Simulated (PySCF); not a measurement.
An unknown is described by computed data only.

Elements present: C, Cl, H, O and P. Monoisotopic mass: 171.9845 u.

| Quantity | Value |
| --- | --- |
| UV, first state | lowest singlet excitation: 3.65 eV (340 nm, f = 0.000) [TDDFT CAM-B3LYP/def2-SVPD] |
| Triplet | lowest triplet excitation (Tamm–Dancoff): 2.68 eV [TDA CAM-B3LYP/def2-SVPD] |
| Polarisability | 126.7 au [CAM-B3LYP/def2-SVPD] |
| Dipole | 4.07 D [CAM-B3LYP/def2-SVPD] |
| Rotational structure | rotational constants A, B, C: 1.394, 0.758, 0.492 GHz [PBE0-D3(BJ)/def2-SVP] |
| 13C NMR | chemical shifts (computed TMS as zero) by class: 175.5 (1 C), 168.7 (1 C), 153.9 (1 C), 133.3 (1 C), 126.1 (1 C), 125.6 (1 C), 23.5 (1 C) ppm [GIAO KT3/pcSseg-1] |
| UV, strongest line | among the 10 lowest singlet transitions: S5 at 5.53 eV (224 nm, f = 0.372) [TDDFT CAM-B3LYP/def2-SVPD] |
| Valence photoelectron | vertical ionisation energy: 9.10 eV [ΔSCF CAM-B3LYP/def2-SVPD] |
| NMR, other nuclei | isotropic shieldings of nuclei other than C and H, by class: -283 (1 O), 109 (1 P), 636 (1 Cl) ppm [GIAO KT3/pcSseg-1] |

The electronic properties come from PySCF, for the isolated species, density fitting. Levels stand in brackets. One conformer (not necessarily the lowest) at the PBE0-D3(BJ)/def2-SVP geometry, without solvent, vibrations or thermal averaging. NMR values are class means; diastereotopic atoms form classes of their own.

Q: Which formula fits the mass and the elements?

A: C7H6ClOP (calculated 171.9845). No other formula that holds each of these elements comes within 0.0003 u with a fitting electron parity and a possible valence count.

Q: Give a SMILES that accounts for the data.

A: Numbering: `[CH3:1][c:2]1[cH:3][p:4][c:5]([Cl:6])[cH:7][c:8]1[CH:9]=[O:10]`. 7 carbons fall into 7 classes; from least to most shielded: aldehyde carbon [C9] (175.5 ppm), aromatic C–Cl carbon [C5] (168.7 ppm), aromatic CH carbon [C3] (153.9 ppm), substituted aromatic carbon [C2] (133.3 ppm), substituted aromatic carbon [C8] (126.1 ppm), aromatic CH carbon [C7] (125.6 ppm), benzylic-type carbon [C1] (23.5 ppm). The other shieldings belong to: -283 ppm, aldehyde oxygen [O10]; 109 ppm, phosphorus bonded to 2 C [P4]; 636 ppm, aryl chlorine [Cl6]. S1 is mainly HOMO−2→LUMO (weight 0.81); the largest Löwdin shares of the orbital it empties are 0.60 on the aldehyde oxygen, 0.15 on the aldehyde carbon, 0.09 on a substituted aromatic carbon and 0.08 on the formyl hydrogen, of the orbital it fills 0.26 on the phosphorus bonded to 2 C, 0.13 on the aldehyde carbon, 0.12 on the aldehyde oxygen and 0.12 on a substituted aromatic carbon. The first electron is taken from the HOMO, whose largest Löwdin shares are 0.20 on the aromatic C–Cl carbon, 0.19 on the aryl chlorine, 0.19 on the phosphorus bonded to 2 C and 0.12 on a substituted aromatic carbon. The optimised geometry has point group Cs and is an asymmetric top. Structure: `Cc1cpc(Cl)cc1C=O`. Computed isomers that give other values at the same levels: `CC(=O)c1pcccc1Cl` (rotational constant A: 1.265 GHz; this holds for the one conformer computed). The assignments are read from this structure; whether some other isomer fits the data as well wasn't checked.

The values belong to the conformer `[CH3:1][c:2]1[cH:3][p:4][c:5]([Cl:6])[cH:7][c:8]1[CH:9]=[O:10]`: C7–C8–C9–O10 0°.
